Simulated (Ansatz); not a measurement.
Stepwise reaction of `C#C[Si](F)(F)C#C` with hydrogen fluoride, as a gas-phase model of exchange steps in deposition or etching. ΔE in kJ/mol; ΔG adds harmonic PBE0-D4 terms to CCSD(T)/CBS, at 1 bar.

Computed with Ansatz on PBE0-D4/def2-TZVP structures; ΔE is electronic, products minus reactants. CCSD(T)/CBS adds triple-zeta CCSD(T) − MP2 to the extrapolated MP2 energy (def2 sets, frozen cores). This one scheme is used for every species. Functionals use def2-TZVPP. B3LYP here is the variant with VWN-RPA as its local correlation; programs differ in this.

```
step                                             reaction  PBE-D4  B3LYP-D4  ωB97M-V  CCSD(T)/CBS  ΔG(500 K)
   1  `C#C[Si](F)(F)C#C` + H–F → `C#C[Si](F)(F)F` + `C#C`  -102.0    -112.8   -116.9       -112.4     -107.4
```

Problem. Give the row of step 2, `C#C[Si](F)(F)F` + H–F → `F[Si](F)(F)F` + `C#C`. (Best estimate.)

Solution. Computed: 
| step | reaction | PBE-D4 | B3LYP-D4 | ωB97M-V | CCSD(T)/CBS | ΔG(500 K) |
| --- | --- | --- | --- | --- | --- | --- |
| 2 | `C#C[Si](F)(F)F` + H–F → `F[Si](F)(F)F` + `C#C` | -93.4 | -104.3 | -108.3 | -105.7 | -96.5 |

Problem. By hand: ΔE of the 2 steps together at CCSD(T)/CBS.

Solution. (-112.4) + (-105.7) = -218.1 kJ/mol, or -109.1 kJ/mol a step.

In ΔE each step is higher than the one before. All are downhill at CCSD(T)/CBS. ΔG lies between -107.4 and -96.5 kJ/mol a step. PBE-D4 differs from CCSD(T)/CBS by 10.4 to 12.3 kJ/mol a step. Isolated molecules leave out the surface, adducts and barriers. Largest T1 diagnostic: 0.013.
